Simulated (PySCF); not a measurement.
Compound: AlCl2(NMe2), C2H6AlCl2N.
Cartesian coordinates in Å at the PBE0-D3(BJ)/def2-SVP level; atoms count from 1:
```xyz
12
C2H6AlCl2N angstrom
Al     0.8327    1.5764    0.0423
Cl     2.5852    1.8789   -1.0601
Cl     0.0361    3.1455    1.1756
N      0.0243    0.0096    0.0074
C     -1.1794   -0.2698    0.7541
C      0.4936   -1.1095   -0.7753
H     -2.0179   -0.5520    0.0888
H     -1.4956    0.6116    1.3319
H     -1.0333   -1.1052    1.4662
H      1.4100   -0.8484   -1.3249
H      0.7211   -1.9861   -0.1381
H     -0.2616   -1.4338   -1.5167
```

Computed with TDDFT wB97X-D/def2-SVPD, vertical, gas phase, core orbitals frozen in the response in PySCF 2.14.0, density-fitted response routines.

Ground-to-excited transition dipoles (e·a0, same axes as the geometry; the sign carries no meaning), for the states with f of 0.002 or more among the lowest 11:

```json
{"state": "S1", "E (eV)": "5.191", "μx": "0.149", "μy": "-0.062", "μz": "0.200"}
{"state": "S2", "E (eV)": "6.028", "μx": "-0.478", "μy": "-0.920", "μz": "-0.022"}
{"state": "S3", "E (eV)": "6.885", "μx": "-0.215", "μy": "0.134", "μz": "-0.311"}
{"state": "S4", "E (eV)": "7.388", "μx": "0.273", "μy": "-0.136", "μz": "-0.239"}
{"state": "S8", "E (eV)": "7.887", "μx": "-0.386", "μy": "-0.745", "μz": "-0.019"}
{"state": "S10", "E (eV)": "8.113", "μx": "-0.492", "μy": "0.275", "μz": "-0.706"}
{"state": "S11", "E (eV)": "8.238", "μx": "0.050", "μy": "-0.054", "μz": "0.074"}
```

Problem. What oscillator strength does each state have?

Solution. f = (2/3) ΔE |μ|² with ΔE in hartree (27.2114 eV).

| state | \|μ\|² (au) | \|μ\| (D) | f |
| --- | --- | --- | --- |
| S1 | 0.066 | 0.65 | 0.008 |
| S2 | 1.076 | 2.64 | 0.159 |
| S3 | 0.161 | 1.02 | 0.027 |
| S4 | 0.150 | 0.99 | 0.027 |
| S8 | 0.704 | 2.13 | 0.136 |
| S10 | 0.815 | 2.30 | 0.162 |
| S11 | 0.011 | 0.26 | 0.002 |

Problem. What angle do the transition dipoles of S2 and S10 make?

Solution. |cos θ| = |μa·μb| / (|μa| |μb|) = 0.00, so θ ≈ 90° (taken between 0 and 90°, since the signs are arbitrary).
